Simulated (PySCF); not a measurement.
A thermochemical cycle for SeBr

PBE0 in PySCF with x2c-SVPall on every atom, spin-free X2C, for the lowest determinant that a PBE0 search found; no spin–orbit coupling. SeBr, a doublet (π ↑), has De = 2.47 eV to neutral atoms, and SeBr⁺, a triplet (π ↑↑), has De = 3.06 eV to Se⁺ + Br.

At the same level the Se atom ionises at 9.58 eV.

Task: What is the adiabatic ionisation energy of the molecule, and does ionisation strengthen or weaken the bond?

Result: IE = IE(Se) + De(neutral) − De(ion) = 9.58 + 2.47 − 3.06 = 8.99 eV. De changes by +0.59 eV, so ionisation strengthens the bond.

Spin–orbit coupling is left out. For an ion De counts to the pair picked by the measured ionisation energies or electron affinities, which need not be the lowest pair at this level. States were picked by a PBE0 search and need not be the measured ground states.
